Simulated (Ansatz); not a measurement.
`BCBCl`, one more setting.

```yaml
crystal:
  periodic: [false, false, false]
  atoms:
    - {symbol: B, position_ang: [-0.670076, 1.178533, 0.013868]}
    - {symbol: C, position_ang: [0.102076, -0.065065, 0.636519]}
    - {symbol: B, position_ang: [0.576170, -0.890234, -0.549057]}
    - {symbol: Cl, position_ang: [-0.117320, -2.496345, -0.884781]}
    - {symbol: H, position_ang: [-0.041568, 1.897851, -0.650964]}
    - {symbol: H, position_ang: [-1.817789, 1.350355, 0.362324]}
    - {symbol: H, position_ang: [1.084142, 0.335159, 0.997860]}
    - {symbol: H, position_ang: [-0.379290, -0.652042, 1.414837]}
    - {symbol: H, position_ang: [1.372256, -0.658033, -1.361025]}
basis:
  gaussian: {orbitals: aug-cc-pVTZ}
total_charge: 1
magnetization: {spin_polarized: true, initial_magnetization: 1}
hamiltonian: {xc: {name: LC-wPBE}}
output: {forces: true}
```

```sh
$ ansatz run in.yaml --threads 2 --pin off --events-out ev --progress --plain --max-ram 4352MiB
```

Shortened log:

```
Functional definition: LC-wPBE
1331 factors; their error is unknown
730 factors; integrals over basis functions are off by at most 2.8e-5 eV
mean field evaluation 1: about -14972.4692 eV, gradient 3.8e1 eV
mean field evaluation 2: about -14973.4609 eV, gradient 3.3e1 eV
mean field evaluation 4: about -14979.0589 eV, gradient 1.6e0 eV
mean field evaluation 8: about -14979.1035 eV, gradient 2.9e-1 eV
mean field evaluation 16: about -14979.0634 eV, gradient 7.1e-3 eV
mean field evaluation 32: about -14979.0634 eV, gradient 7.2e-5 eV
mean field -14979.06339319 eV, -550.4704265260 hartree, gradient 1.7e-5 eV, S^2 0.757325; 4 other end points of the search recorded, 0 dependent functions left out
reference -14979.06339320 eV, -550.4704265263 hartree; 19, 18 occupied and 284, 285 virtual orbitals, 1331 factors
Total energy: -14979.06339320 eV, -550.4704265263 hartree
Atom 0 at    -0.670076     1.178533     0.013868 Å, force    -0.616061    -0.068609     0.905158 eV/Å
Atom 1 at     0.102076    -0.065065     0.636519 Å, force     0.694286    -0.103387     0.552105 eV/Å
Atom 2 at     0.576170    -0.890234    -0.549057 Å, force    -1.169239    -1.620438     0.090232 eV/Å
Atom 3 at    -0.117320    -2.496345    -0.884781 Å, force     0.394541     0.912720     0.227792 eV/Å
Atom 4 at    -0.041568     1.897851    -0.650964 Å, force     0.112291     0.371087    -0.550477 eV/Å
Atom 5 at    -1.817789     1.350355     0.362324 Å, force     0.557267    -0.072382    -0.289541 eV/Å
Atom 6 at     1.084142     0.335159     0.997860 Å, force    -0.579924     0.032841    -0.142488 eV/Å
Atom 7 at    -0.379290    -0.652042     1.414837 Å, force    -0.196371     0.138818    -0.070486 eV/Å
Atom 8 at     1.372256    -0.658033    -1.361025 Å, force     0.803211     0.409350    -0.722296 eV/Å
Dipole moment:     0.207062    -0.072790    -0.001466 e Å
```

Run time 39 s (2 threads of an Arm Neoverse V1 on a shared host); peak host memory 1.5 GiB.
